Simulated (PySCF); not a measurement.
Dipole response of Cl²⁺ (chlorine, charge +2)

[Ne] 3s2 3p3, high-spin 4S determinant. Calculation: PySCF 2.14, in aug-cc-pCVTZ-DK with one added diffuse shell each of s, p, d, f type (9s8p6d4f, 91 functions); the spin-free X2C one-electron Hamiltonian (Gaussian nucleus). Coupled (time-dependent) response in atomic units; α is the mean over directions.

| method | mean α (bohr³) | C₆ (like pair) | S(−4) |
| --- | --- | --- | --- |
| UHF | 5.935 | 21.14 | 11.14 |
| PBE | 5.849 | 20.86 | 9.966 |
| PBE0 | 5.835 | 20.77 | 10.02 |
| HSE06 | 5.821 | 20.71 | 9.908 |
| PW91 | 5.850 | 20.84 | 10.01 |

S(−4) is the Cauchy moment in α(ω) = α(0) + S(−4) ω² + …

α(iu) at HSE06:

```csv
u (hartree),α(iu) (bohr³)
0,5.821
0.0500,5.796
0.100,5.724
0.200,5.455
0.300,5.069
0.500,4.160
0.750,3.112
1.00,2.322
1.50,1.375
2.00,0.8965
3.00,0.4723
5.00,0.2101
```

For an ion, C₆ is the dispersion term alone; charge-induced terms of lower order in 1/R come first.
